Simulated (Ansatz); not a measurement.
The cluster Be₄Se₅, relaxed as a singlet with RKS PBE0-D4/def2-SVP in Ansatz, starting from the GFN2-xTB geometry. Force threshold 0.02 eV/Å.

The structure comes from a short search, and lower isomers may exist.

Start:

```xyz
9

Be    0.5640    1.6920   -0.0145
Be    1.4347   -0.5187    0.2899
Be   -0.6457    0.1883    1.4006
Be   -0.7673   -0.1716   -1.3343
Se    1.3529    0.9442    1.9275
Se    1.3934    0.4848   -1.6384
Se   -0.2794   -1.9338    0.7100
Se   -1.6138    1.5015   -0.0335
Se   -1.4388   -2.1868   -1.3072
```

Task: Estimate the energy that the relaxation releases and the steps that it takes.

Result: 0.11 eV, in 5 steps; 26 s on 2 threads of AMD EPYC 7R13 on a shared host and a share (18 GiB) of an NVIDIA H100 80GB HBM3. No frequencies were taken in this run, so the end may be a saddle point.

Task: Does the start keep its bonding and symmetry?

Result: By distances, no bond broke or formed. The bond that changes most is Be4–Se8, from 2.28 to 2.22 Å (atoms count from 1). Point group Cs at the start, Cs at the end, both within 0.05 Å.

Task: Predict the relaxed structure.

Result: 
```csv
atom,x (Å),y (Å),z (Å)
Be1,0.540,1.641,-0.031
Be2,1.395,-0.521,0.266
Be3,-0.648,0.171,1.356
Be4,-0.721,-0.112,-1.281
Se5,1.325,0.916,1.899
Se6,1.394,0.465,-1.646
Se7,-0.243,-1.925,0.768
Se8,-1.628,1.489,-0.033
Se9,-1.413,-2.124,-1.298
```
Bond lengths (bridged metal pairs left out): 12 × Be–Se 2.13 to 2.22 Å; 1 × Se–Se 2.38 Å.
